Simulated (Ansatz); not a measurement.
`[CH3][In]([NH2])[Br]`, charge 0, multiplicity 1.

(1) Give a relaxed structure at PBE0-D4/def2-TZVP (Ansatz). (Best estimate.)

## Answers

(1) Computed: 
Z-matrix (Å, degrees):
```
C
In 1 2.128
H 1 1.090 2 108.8
H 1 1.090 2 108.9 3 118.4
H 1 1.089 2 111.0 3 -120.8
N 2 2.004 1 132.2 3 119.0
Br 2 2.493 1 118.3 3 -54.7
H 6 1.008 2 120.7 1 27.2
H 6 1.009 2 117.7 1 167.7
```
This is one stationary point; other conformers may exist.
